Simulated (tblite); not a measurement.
F6Mo, charge -1, doublet, geometry from GFN2-xTB (such geometries of metal compounds can be far from the true shape) (the multiplicity is a formal guess); GFN1-xTB in tblite 0.6.0.

tblite was given this input:
```
$ tblite run mol.xyz --method gfn1 --charge -1 --spin 1 --grad --json tblite.json --no-restart

# file mol.xyz
7

Mo    -0.00000000    -0.00000000    -0.00000000
F      1.14023768    -0.48120813    -1.45171224
F     -1.14023768     0.48120813     1.45171224
F     -1.11259570     0.74936569    -1.12227778
F     -0.93077908    -1.65515604    -0.18242930
F      0.93077908     1.65515604     0.18242930
F      1.11259570    -0.74936569     1.12227778
```

Output, abridged:

```
xTB calculator
 | screened Coulomb repulsion
 | Coulomb electrostatics
 |  * isotropic Klopman-Ohno-Mataga-Nishimoto electrostatics
 |  * onsite third-order electrostatics
 | DFT-D3(BJ) dispersion correction

halogen bonding energy    0.0000000000000E+00 Eh
repulsion energy          2.5628211317054E-02 Eh
dispersion energy        -1.9477098079067E-03 Eh
number of electrons       4.9000000000000E+01 e
integral cutoff           4.0000000000000E+01 bohr

------------------------------------------------------------
  cycle        total energy    energy error   density error
------------------------------------------------------------
      1     -33.15030813101  -3.3173989E+01   1.0263736E+00
      2     -33.42611505159  -2.7580692E-01   4.5480044E-01
      3     -33.45854495475  -3.2429903E-02   1.5264885E-01
      4     -33.44872340937   9.8215454E-03   1.8336143E-01
      5     -33.46496034156  -1.6236932E-02   9.6172356E-03
      6     -33.46497050721  -1.0165648E-05   6.7975250E-03
      7     -33.46498634103  -1.5833822E-05   2.1004543E-03
      8     -33.46498804043  -1.6994048E-06   1.9202025E-04
      9     -33.46498805469  -1.4262163E-08   4.3669756E-07
------------------------------------------------------------

electronic energy        -3.3488668556204E+01 Eh
total energy             -3.3464988054695E+01 Eh

Post processing:
 | Mayer-Wiberg bond orders

[Info] Tight-binding results written to 'tblite.txt'
[Info] JSON dump of results written to 'tblite.json'
```
